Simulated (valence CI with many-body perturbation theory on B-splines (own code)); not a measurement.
**F4+: what the settings do**

Method: relativistic CI+MBPT: three valence electrons over a frozen Dirac-Fock core [He], radial functions for each j: 6 s, 6 p, 5 d, 3 f, 1 g, with the one-electron correlation potential Σ1, the two-electron term Σ2, the three-electron term Σ3, Breit, model QED; selected CI, second order for the rest, scaled by the run's own slope (own B-spline code, finite nucleus).

Against 11 measured levels this calculation errs by 275 cm⁻¹ on average and by 474 at most. These come from a selection out of Moore, Atomic Energy Levels, vol. I, NSRDS-NBS 35 (1971 reprint of NBS Circular 467, 1949), an old analysis. Levels without a partner in it may be off by more.

The reference run has the lowest level 2s2.2p 2P°_1/2 and an ionisation energy of 114.215 eV. Its largest variational space holds 4907 state functions.

Changed runs:
A. Breit term on → off; box radius (bohr) 11.674 → 27.59
B. core polarisation of operators on → off
C. Breit term on → off
D. start configuration 2s2 2p1 → 2s2 3p1 (bad on purpose)

Excitation energies of the reference run in cm⁻¹, and shifts in cm⁻¹:

```
                 Level  Reference       A  B       C
        2s2.2p 2P°_3/2        744     +90  0     +90
         2s.2p2 4P_1/2      85551     -15  0     -15
         2s.2p2 4P_3/2      85803     +13  0     +14
         2s.2p2 4P_5/2      86166    +113  0    +113
         2s.2p2 2D_5/2     153085     +83  0     +83
         2s.2p2 2D_3/2     153106     +61  0     +61
         2s.2p2 2S_1/2     198039     +19  0     +19
         2s.2p2 2P_1/2     215240    -2.3  0    -2.2
         2s.2p2 2P_3/2     215706     +84  0     +85
           2p3 4S°_3/2     276293     +46  0     +46
           2p3 2D°_5/2     307414     +96  0     +96
           2p3 2D°_3/2     307462     +35  0     +35
Ionisation energy (eV)    114.215  +0.020  0  +0.020
```

No effect on these energies: B.

Run D: It gave no result: the start configuration must fill the lowest shells above the core. The program said: "3p is not the lowest shell of its kind above the core".
